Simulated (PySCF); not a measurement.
**Os(3+) (osmium, charge +3): MN15 calculation**

Configuration: [Xe] 4f14 5d5, high-spin 6S determinant. All numbers are calculated (PySCF 2.14, scalar relativity through the core potential, in aug-cc-pVDZ-PP with ECP60MDF).

| Property | Result |
| --- | --- |
| Total energy | -88.6940 hartree |
| One-electron energy | -138.1148 hartree |
| Hartree (Coulomb) energy | 57.8492 hartree |
| Exchange-correlation energy | -8.4284 hartree |
| ⟨S²⟩ | 8.7513 |
| ⟨L²⟩ | 0.000 |
| Sum of ⟨r⟩ | 17.37 bohr |
| Sum of ⟨r²⟩ | 26.84 bohr² |
| Time after the integrals | 0.72 s of wall time on 1 thread of Intel(R) Xeon(R) 6975P-C (shared host) |

| shell | electrons | mean orbital energy (eV) | rms radius, mean of both spins (bohr) |
| --- | --- | --- | --- |
| 5s α | 1 | -125.82 | 1.08 |
| 5s β | 1 | -122.90 | 1.08 |
| 5p α | 3 | -85.379 | 1.25 |
| 5p β | 3 | -81.924 | 1.25 |
| 5d α | 5 | -38.644 | 1.74 |

Energies and moments cover only the electrons outside the core potential. Spin-orbit coupling, which splits the p, d and f shells strongly at this Z, is absent.
